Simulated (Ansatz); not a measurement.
The cluster B₂N₃⁻: single points at one geometry.

```yaml
crystal:
  periodic: [false, false, false]
  atoms:
    - {symbol: B, position_ang: [0.187720, 0.879531, -0.003367]}
    - {symbol: B, position_ang: [-0.723372, -0.535643, 0.006487]}
    - {symbol: N, position_ang: [1.338446, 0.173696, -0.010273]}
    - {symbol: N, position_ang: [0.396702, -1.289275, -0.000068]}
    - {symbol: N, position_ang: [-1.199485, 0.771692, 0.007222]}
basis:
  gaussian: {orbitals: def2-TZVPD, initial_orbitals: start.molden}
total_charge: -1
hamiltonian: {xc: r2scan, dispersion: d4}
scf: {omitted_lower_state_checks: [starts]}
output: {orbitals: {seedname: orbitals}}
```

The file start.molden holds the orbitals of an earlier run on this structure, at another level or in another basis.

```sh
$ ansatz run in.yaml --threads 4 --pin off --events-out ev --progress --plain --max-ram 3916MiB
```

Output, abridged:

```
Functional definition: r2SCAN
  name "r2SCAN"
  cite "Furness, Kaplan, Ning, Perdew & Sun, J. Phys. Chem. Lett. 11, 8208 (2020) doi:10.1021/acs.jpclett.0c02405"
  cite "Furness, Kaplan, Ning, Perdew & Sun, J. Phys. Chem. Lett. 11, 9248 (2020) doi:10.1021/acs.jpclett.0c03077"
  parent r2scan
  parameter k0 = 0.174
  parameter k1 = 0.065
  parameter a1 = 4.9479
  exchange = r2scan_x(k0 = k0, k1 = k1, a1 = a1)
  correlation = r2scan_c
these checks for a lower state are left out or cut short: starts
867 factors; their error is unknown
mean field evaluation 1: about -5819.3955 eV, gradient 4.6e0 eV
mean field evaluation 2: about -5819.4273 eV, gradient 4.2e-2 eV
mean field evaluation 4: about -5819.4300 eV, gradient 1.8e-4 eV
mean field -5819.42999544 eV, -213.8601077811 hartree, gradient 1.7e-5 eV, S^2 0.000000; 0 other end points of the search recorded, 0 dependent functions left out
reference -5819.43000861 eV, -213.8601082650 hartree; 16, 16 occupied and 169, 169 virtual orbitals, 867 factors
Total energy: -5819.45803171 eV, -213.8611380948 hartree
Checks for a lower state left out: starts
```

It took 1.9 s on 4 threads of Arm Neoverse V2 on a shared host.

The first input with `hamiltonian: {xc: pbe0, dispersion: d4}` (abridged; 1.4 s):

```
Functional definition: PBE0
mean field -5815.53048515 eV, -213.7168034210 hartree, gradient 2.3e-5 eV, S^2 0.000000
Total energy: -5815.63497273 eV, -213.7206432688 hartree
Checks for a lower state left out: starts
```

The first input with `gaussian: {orbitals: "def2-TZVPPD.json", initial_orbitals: start.molden}`, `correlation: {method: ccsd_t}` and without the key `hamiltonian` (abridged; 24 s):

```
Functional definition: HF
mean field -5787.53510199 eV, -212.6879920660 hartree, gradient 1.7e-6 eV, S^2 0.000000
5 core orbitals not correlated: weight in the atoms' cores, before any rotation towards them, 1.000 or more for the frozen orbitals, at most 0.000 for the correlated occupied ones
second order -21.76982025 eV of doubles, -0.00000000 eV of singles
cycle   1  -20.55905410 eV  change     1.2e0 eV  update   1.6e-1
cycle   2  -21.33921655 eV  change   -7.8e-1 eV  update   5.7e-2
cycle   3  -21.52029717 eV  change   -1.8e-1 eV  update   2.6e-2
cycle   4  -21.50577162 eV  change    1.5e-2 eV  update   9.5e-3
cycle   5  -21.49573143 eV  change    1.0e-2 eV  update   4.3e-3
cycle   6  -21.49944733 eV  change   -3.7e-3 eV  update   2.1e-3
cycle   7  -21.49869732 eV  change    7.5e-4 eV  update   9.2e-4
cycle   8  -21.49839382 eV  change    3.0e-4 eV  update   4.3e-4
cycle   9  -21.49868979 eV  change   -3.0e-4 eV  update   2.2e-4
cycle  10  -21.49879172 eV  change   -1.0e-4 eV  update   1.0e-4
cycle  11  -21.49862968 eV  change    1.6e-4 eV  update   5.1e-5
cycle  12  -21.49869622 eV  change   -6.7e-5 eV  update   2.3e-5
cycle  13  -21.49869353 eV  change    2.7e-6 eV  update   1.2e-5
perturbative correction -1.39959073 eV, -0.0514340107 hartree
Total energy: -5810.43338626 eV, -213.5294884918 hartree
Checks for a lower state left out: starts
```

The first input with `hamiltonian: {xc: pbe, dispersion: d4}`, `output: {forces: true, orbitals: {seedname: orbitals}}` (abridged; 1.2 s):

```
Functional definition: PBE
mean field -5815.83803363 eV, -213.7281056193 hartree, gradient 2.4e-5 eV, S^2 0.000000
Total energy: -5815.96541102 eV, -213.7327866519 hartree
Atom 0 force    -0.212795     0.092411     0.001772 eV/Å
Atom 1 force    -0.167317     0.156874     0.001314 eV/Å
Atom 2 force     0.441414    -0.254775    -0.002878 eV/Å
Atom 3 force     0.413692    -0.298874    -0.002595 eV/Å
Atom 4 force    -0.474993     0.304364     0.002387 eV/Å
Dipole moment:    -0.361381     0.231705     0.002152 e Å
Checks for a lower state left out: starts
```

As the first input, with `hamiltonian: {xc: {name: CAM-B3LYP}, dispersion: d4}` (abridged; 1.4 s):

```
Functional definition: CAM-B3LYP
mean field -5819.70443301 eV, -213.8701931758 hartree, gradient 2.2e-5 eV, S^2 0.000000
Total energy: -5819.80869075 eV, -213.8740245771 hartree
Checks for a lower state left out: starts
```

The first input with `hamiltonian: {xc: {name: wB97X-V}}` (abridged; 3.3 s):

```
Functional definition: wB97X-V
mean field -5820.59889486 eV, -213.9030640426 hartree, gradient 9.6e-6 eV, S^2 0.000000
Total energy: -5820.59889289 eV, -213.9030639699 hartree
Checks for a lower state left out: starts
```

Geometry: r2SCAN-D4/def2-SVPD.

Correlated methods freeze 5 core orbitals. At r2SCAN-D4/def2-TZVPD, PBE-D4/def2-TZVPD the highest occupied level of the charge -1 singlet lies above zero (up to 0.33 eV). The electron is either unbound and held by the finite basis, or the level is raised by self-interaction error. At CCSD(T)/def2-TZVPPD T1 of the charge -1 singlet is large (up to 0.022), so the single-reference result is doubtful. Another isomer (triplet) lies 1.63 eV lower at PBE0-D4/def2-TZVPD; other spin states weren't run for this one.
